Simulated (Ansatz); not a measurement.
`[NH2][AlH][BH]F` + `COC` → `COCBF` + `[NH2][AlH2]`  (formal exchange of groups at a B–Al bond)

Calculated with Ansatz (gas phase, PBE0-D4/def2-TZVP geometries, no zero-point term in ΔE). CBS: MP2 limit from def2 TZ/QZ plus the TZ coupled-cluster correction, frozen cores. This one scheme is used for every species. DFT in def2-TZVPP. B3LYP here is the variant with VWN-RPA as its local correlation; programs differ in this. One conformer a species, not always the lowest.

| level | ΔE (kJ/mol) | difference from CCSD(T)/CBS |
| --- | --- | --- |
| PBE-D4 | -34.9 | 4.0 |
| r2SCAN-D4 | -43.4 | -4.5 |
| PBE0-D4 | -38.3 | 0.6 |
| B3LYP-D4 | -40.3 | -1.4 |
| ωB97X-V | -41.8 | -2.9 |
| B2PLYP | -40.8 | -1.9 |
| PBE | -33.6 | 5.3 |
| PBE0 | -37.2 | 1.7 |
| B3LYP | -38.3 | 0.6 |
| MP2/def2-TZVPP | -44.8 | -5.9 |
| CCSD/def2-TZVPP | -39.8 | -0.9 |
| CCSD(T)/def2-TZVPP | -39.5 | -0.6 |
| SCS-MP2/def2-QZVPP | -41.5 | -2.6 |
| HF/CBS(def2) | -42.8 | -3.9 |
| MP2/CBS(def2) | -44.2 | -5.3 |
| CCSD/CBS(def2) | -39.2 | -0.3 |
| CCSD(T)/CBS | -38.9 | 0 |

Largest T1 diagnostic among the species: 0.014.

From PBE to PBE0 (25 % exact exchange), in def2-TZVPP and without D4, ΔE moves by −3.7 kJ/mol.
